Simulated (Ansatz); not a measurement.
Geometry optimisation, RHF/6-31G* in Ansatz 0.2.0.

Input:

```yaml
crystal:
  periodic: [false, false, false]
  atoms:
    - { symbol: B, position_ang: [1.03, -1.4431, -1.321] }
    - { symbol: C, position_ang: [0.2611, -0.7025, -0.077] }
    - { symbol: "N", position_ang: [1.224, -0.3305, 0.9257] }
    - { symbol: F, position_ang: [-0.5448, -1.6079, 0.4624] }
    - { symbol: C, position_ang: [-0.5148, 0.5381, -0.5527] }
    - { symbol: Si, position_ang: [-1.4697, 1.3737, 0.8665] }
    - { symbol: H, position_ang: [1.6367, -2.3842, -1.1726] }
    - { symbol: H, position_ang: [0.9319, -0.9191, -2.4241] }
    - { symbol: H, position_ang: [1.7412, -1.1798, 1.3235] }
    - { symbol: H, position_ang: [1.987, 0.2912, 0.5393] }
    - { symbol: H, position_ang: [-1.2652, 0.2642, -1.296] }
    - { symbol: H, position_ang: [0.1961, 1.3085, -0.9475] }
    - { symbol: H, position_ang: [-2.2501, 2.5486, 0.3316] }
    - { symbol: H, position_ang: [-2.4509, 0.4082, 1.4551] }
    - { symbol: H, position_ang: [-0.5345, 1.784, 1.9161] }
basis:
  gaussian: { orbitals: "6-31G*" }
hamiltonian:
  xc: hf
relax:
  f_tol: 0.015
  max_steps: 40
output:
  orbitals: {}
```

Launched with:

```bash
$ ansatz run input.yaml --threads 2 --pin off --max-ram 3072MiB --backend cpu --events-out ev --progress --plain --runs-dir out
```

Q: Where does it end, and by what steps?

A: The run converged. After 21 steps the energy has fallen by 0.601 eV; H8 moved furthest, 0.88 Å.

```csv
step,energy less start (eV),largest force component (eV/Å),accepted
0,0.0000,3.328,yes
1,-0.4359,1.299,yes
2,-0.5034,0.500,yes
3,-0.5284,0.272,yes
4,-0.5587,0.225,yes
5,-0.5704,0.303,yes
6,-0.5802,0.193,yes
7,-0.5763,0.850,no
8,-0.5882,0.058,yes
9,-0.5906,0.167,yes
10,-0.5872,0.270,no
11,-0.5931,0.072,yes
12,-0.5950,0.090,yes
13,-0.5960,0.084,yes
14,-0.5975,0.108,yes
15,-0.5987,0.102,yes
16,-0.5989,0.097,yes
17,-0.6004,0.031,yes
18,-0.6006,0.031,yes
19,-0.6007,0.022,yes
20,-0.6007,0.015,yes
21,-0.6007,0.012,yes
```

```xyz
15
Properties=species:S:1:pos:R:3
B 1.104 -1.390 -1.326
C 0.213 -0.730 -0.198
N 1.149 -0.429 0.878
F -0.667 -1.655 0.327
C -0.585 0.516 -0.555
Si -1.414 1.388 0.926
H 1.282 -2.565 -1.332
H 1.704 -0.688 -2.077
H 1.660 -1.235 1.183
H 1.784 0.311 0.651
H -1.351 0.235 -1.273
H 0.059 1.229 -1.064
H -2.425 2.318 0.372
H -2.093 0.449 1.832
H -0.440 2.197 1.684
```

Whether the end is a true minimum wasn't checked by a vibrational analysis.

Run time: 49 s on 2 threads of Arm Neoverse V2, on a shared host, peak memory 0.25 GiB.
